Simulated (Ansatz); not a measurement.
Consider the formal exchange of groups at a C–C bond: `BCC[SiH2]C` + `[SiH3][GeH3]` → `B[CH2][GeH2][SiH3]` + `C[SiH2]C`.

Isolated molecules relaxed with PBE0-D4/def2-TZVP in Ansatz; ΔE leaves out vibrations. CBS: MP2 limit from def2 TZ/QZ plus the TZ coupled-cluster correction, frozen cores. DFT in def2-TZVPP. B3LYP here is the variant with VWN-RPA as its local correlation; programs differ in this. For Ge outer-core shells are correlated without core-valence functions, which leaves a few kJ/mol of doubt a bond. Scalar relativity is left out up to krypton. One conformer a species, not always the lowest.

`BCC[SiH2]C`:

Z-matrix (Å, degrees):
```
C
C 1 1.531
B 1 1.552 2 118.5
H 1 1.103 2 111.1 3 -124.0
H 1 1.103 2 111.2 3 123.2
Si 2 1.878 1 114.3 3 178.7
H 2 1.096 1 110.0 3 -58.9
H 2 1.095 1 109.9 3 56.7
H 3 1.199 1 122.1 2 1.1
H 3 1.199 1 119.4 2 -179.1
C 6 1.873 2 111.7 1 60.9
H 6 1.493 2 108.8 1 -59.8
H 6 1.492 2 109.8 1 -177.4
H 11 1.093 6 110.9 2 59.8
H 11 1.092 6 110.8 2 179.7
H 11 1.093 6 111.3 2 -60.5
```

`[SiH3][GeH3]`:

Cartesian coordinates in Å:
```
Si 0.576 -0.909 0.531
Ge -0.565 0.892 -0.521
H 1.709 -0.392 1.343
H 1.108 -1.846 -0.493
H -0.354 -1.651 1.422
H -1.127 1.864 0.530
H -1.735 0.369 -1.371
H 0.389 1.674 -1.441
```

`B[CH2][GeH2][SiH3]`:

```xyz
13

B     1.479   -0.770    0.078
C     1.225   -0.127   -1.273
Ge   -0.400    0.871   -0.602
Si   -1.503   -0.122    1.272
H     0.977   -1.825    0.353
H     2.090   -0.185    0.929
H     1.897    0.656   -1.622
H     0.865   -0.752   -2.088
H    -1.394    0.906   -1.777
H     0.036    2.304   -0.257
H    -2.004   -1.473    0.911
H    -2.664    0.740    1.625
H    -0.604   -0.222    2.450
```

`C[SiH2]C`:

Cartesian coordinates in Å:
```
C 1.547 0.275 -0.177
Si -0.284 0.659 -0.113
C -1.291 -0.870 0.279
H 2.128 1.172 -0.405
H 1.762 -0.471 -0.946
H 1.897 -0.118 0.781
H -0.721 1.220 -1.423
H -0.538 1.700 0.924
H -1.138 -1.642 -0.481
H -2.358 -0.638 0.314
H -1.004 -1.288 1.247
```

Q: Is it downhill or uphill in electronic energy at CCSD(T)/CBS, and by how much? (Estimate.)

A: Computed: Downhill: ΔE = -67.2 kJ/mol.

Q: What do these levels give: ωB97X-V, PBE, r2SCAN, B3LYP, MP2/def2-TZVPP, MP2/CBS(def2)? (Estimate.)

A: Computed: ωB97X-V -58.4, PBE -66.3, r2SCAN -68.6, B3LYP -58.9, MP2/def2-TZVPP -73.5, MP2/CBS(def2) -73.3 kJ/mol.

Largest T1 diagnostic among the species: 0.012.

In def2-TZVPP, CCSD(T) changes the Hartree–Fock value by −22.6 kJ/mol (the triples alone add −4.0 kJ/mol) and MP2 by −28.7 kJ/mol. The D4 term adds −3.4 kJ/mol with B3LYP and −1.6 kJ/mol with PBE0; it sums over pairs of atoms, weighted by their polarisabilities, and B3LYP, whose exchange is more repulsive, gets the larger term.
